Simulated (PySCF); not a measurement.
**Radial density of Rh (rhodium, neutral)**

UHF, [Kr] 4d7 5s2, high-spin 4F determinant (an excited configuration). Computed with PySCF 2.14 in x2c-TZVPPall with one added diffuse shell each of s, p, d, f type (9s7p7d3f1g, 95 functions), with the spin-free X2C one-electron Hamiltonian (Gaussian nucleus).

```
r (bohr)  4πr²ρ (e/bohr)  4πr²(ρα − ρβ)
  0.0349           51.64        -0.0014
  0.0586           52.91         0.0074
  0.0986           71.94         0.0962
   0.166           50.89         0.4015
   0.279           55.44         0.5005
   0.469           32.41        -0.0092
   0.790           14.77         1.4244
    1.33           10.37         2.2570
    2.23           2.381         0.6604
    3.76          0.5927         0.0170
    6.32         0.06296        -0.0163
    10.6       0.0004857        -0.0002
```

Densities and radii are taken from the X2C orbitals without a picture-change correction, which distorts them close to the nucleus.

Where is the radial spin density 4πr²(ρα − ρβ) most negative, and why is it negative at all?

Around r = 6.32 bohr, down to -0.0163 e/bohr: exchange with the open shell polarises the paired shells in an unrestricted calculation.
